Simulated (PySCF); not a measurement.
Where the electron goes

Compound: C₆H₈NP.
Atom-mapped SMILES: `[CH3:1][CH2:2][c:3]1[cH:4][cH:5][p:6][cH:7][n:8]1` (hydrogens: H9, H10, H11 on C1; H12, H13 on C2; H14 on C4; H15 on C5; H16 on C7)

The calculation used TDDFT wB97X-D/def2-SVPD, vertical, gas phase, core orbitals frozen in the response in PySCF 2.14.0, density-fitted response routines. The structure is a single GFN2-xTB conformer in the gas phase; no vibrational or solvent corrections. Torsions of this conformer, `[CH3:1][CH2:2][c:3]1[cH:4][cH:5][p:6][cH:7][n:8]1`: C1–C2–C3–C4 85°.

Frontier orbitals with the atoms that hold most of them (Löwdin shares over 4%, at most four atoms; ? is withheld):

```json
{"orbital": "LUMO+2", "ε (eV)": "2.31", "atoms": "C4 14%, C1 12%, C5 12%, H14 11%"}
{"orbital": "LUMO+1", "ε (eV)": "0.50", "atoms": "C7 22%, C4 18%, N8 18%, C5 17%"}
{"orbital": "LUMO", "ε (eV)": "?", "atoms": "?"}
{"orbital": "HOMO", "ε (eV)": "-8.86", "atoms": "?"}
{"orbital": "HOMO-1", "ε (eV)": "-8.91", "atoms": "P6 27%, N8 23%, C7 16%, C3 12%"}
{"orbital": "HOMO-2", "ε (eV)": "-10.38", "atoms": "P6 50%, C5 14%, C7 10%, N8 8%"}
{"orbital": "HOMO-3", "ε (eV)": "-10.44", "atoms": "C5 29%, C4 24%, N8 18%, C7 10%"}
```

**Question.** Which atoms hold the HOMO, and with what shares?

**Answer.** N8 (bonded to 2 C) 29%; P6 (bonded to 2 C) 25%; C7 (bonded to N, P and H) 14%; C3 (bonded to 2 C and N) 10%. By element: nitrogen 29%, phosphorus 25%, carbon 24% or more.

**Question.** Which atoms hold the LUMO, and with what shares?

**Answer.** P6 (bonded to 2 C) 33%; C5 (bonded to C, P and H) 18%; C3 (bonded to 2 C and N) 18%; C7 (bonded to N, P and H) 10%. By element: carbon 46% or more, phosphorus 33%.

**Question.** What is the LUMO energy, and the HOMO–LUMO gap?

**Answer.** ε(LUMO) = -0.01 eV; the gap is 8.85 eV (0.3252 hartree).

**Question.** How does S1 compare with the orbital gap of 8.85 eV?

**Answer.** S1 is at 4.01 eV (f = 0.0049), 4.84 eV below the gap, made of HOMO→LUMO (58%), HOMO-1→LUMO (39%). Without the coupling terms of the response equations the lowest excitation would equal the gap.

**Question.** Give energy, strength and leading configuration of S5 and S6, and follow the Löwdin shares of the leading atoms from the occupied to the empty orbital.

**Answer.** 
- S5 (5.63 eV, f 0.010), HOMO-2→LUMO (95%): P6 50% → 33%, C5 14% → 18%
- S6 (5.99 eV, f 0.0036), HOMO-2→LUMO+1 (97%): P6 50% → at most 17%, C5 14% → 17%, C7 10% → 22%, C4 at most 8% → 18%

The run took about 2.1 min of CPU time (one thread, shared machine).
